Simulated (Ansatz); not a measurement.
System: dibromo(difluoro)silane, sum formula SiBr$_{2}$F$_{2}$, charge 0, multiplicity 1. 
Structure (B3LYP-D3(BJ)/def2-TZVP (Ansatz, an electronic-structure program) minimum search):
```xyz
5

Si    -0.0274    -0.6667     0.0171
F     -0.0188    -1.5699     1.3120
F     -0.1128    -1.6312    -1.2299
Br    -1.7949     0.6213     0.0514
Br     1.8397     0.4685    -0.0793
```
Charge 0, spin multiplicity 1.

Computed values are from Ansatz. Correlated levels leave the core frozen unless marked. UHF or UKS for open shells. Spin-orbit coupling is left out. Frozen are the shells of the preceding noble gas and the d and f shells that filled before the atom's block. No relativistic terms. CBS(X,Y): correlation extrapolated as X^-3; Hartree-Fock from the larger set.

| Quantity | Value |
|---|---|
| atomisation energy De | 1881.5 kJ/mol at CCSD(T)/CBS(def2-TZVPP,def2-QZVPP) |
| total energy | -5634.2590 Eh at CCSD(T)/CBS(def2-TZVPP,def2-QZVPP) |
| dipole moment | 0.92 D at CCSD(T)/def2-SVPD |
| T1 diagnostic | 0.011 at CCSD/def2-QZVPP |
